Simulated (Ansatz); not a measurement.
Al(F)(SiH3)2 (AlFH6Si2), SMILES [F][Al]([SiH3])[SiH3]. Atoms are numbered in the order given.

```xyz
10

Al    -0.4067    -0.2642     0.0352
F     -1.8089    -1.1777     0.1467
Si    -0.5512     1.7963    -1.2934
H      0.7827     2.1428    -1.8757
H     -0.9661     2.9394    -0.4194
H     -1.5393     1.6877    -2.4091
Si     1.5632    -1.1323     1.2172
H      2.4286    -0.0079     1.6922
H      2.3893    -1.9654     0.2863
H      1.1996    -1.9782     2.3938
```

The structure is a stationary point at B3LYP-D3(BJ)/def2-SVP. The structure was generated by enumeration; whether it is a known compound was not checked.

Two levels are set side by side: PBE-D3(BJ)/def2-SVP (Ansatz, a quantum-chemistry and plane-wave program) and B3LYP-D3(BJ)/def2-SVP (Ansatz). Each level has its own optimised geometry; the coordinates shown are those of the second. Differences are taken from unrounded values.

```tsv
quantity	B3LYP-D3(BJ)	PBE-D3(BJ)	PBE-D3(BJ) minus B3LYP-D3(BJ)
mean bond length (Å)	1.729	1.740	0.011
bond Al1–F2 (Å)	1.677	1.690	0.013
bond Al1–Si3 (Å)	2.456	2.460	0.004
bond Al1–Si7 (Å)	2.456	2.460	0.004
bond Si3–H4 (Å)	1.496	1.509	0.012
bond Si3–H5 (Å)	1.498	1.510	0.013
bond Si3–H6 (Å)	1.494	1.507	0.013
bond Si7–H8 (Å)	1.496	1.509	0.013
bond Si7–H9 (Å)	1.498	1.510	0.013
bond Si7–H10 (Å)	1.494	1.507	0.013
```

GGA bonds tend to be longer and softer than those of functionals with exact exchange. Differences between two approximate levels are no errors against the true value.
